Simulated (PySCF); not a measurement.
Gas-phase reaction: 2 AsH3 = As2 + 3 H2

Computed with PySCF and rigid-rotor harmonic-oscillator thermochemistry at 1 bar. † marks an energy on the PBE0/def2-TZVP geometry and frequencies; other levels use their own. CCSD(T) freezes the core. 6-31G* has spherical d functions here. All species are closed-shell singlets. As: all electrons, no relativistic terms. CCSD(T) isn't extrapolated to the basis-set limit.

r2SCAN/def2-TZVP† gives ΔH°(298 K) = 92 kJ.

### Question
What do CCSD(T)/def2-SVP†, HF/6-31G*, LDA/def2-TZVP† give?

### Answer
CCSD(T)/def2-SVP†: 83 kJ; HF/6-31G*: 136 kJ; LDA/def2-TZVP†: 149 kJ. For scale, ΔH°(298 K) is 92 kJ at this level, 106 kJ at ωB97M-V/def2-TZVP†, and runs from 44 to 149 kJ over the 19 levels computed.
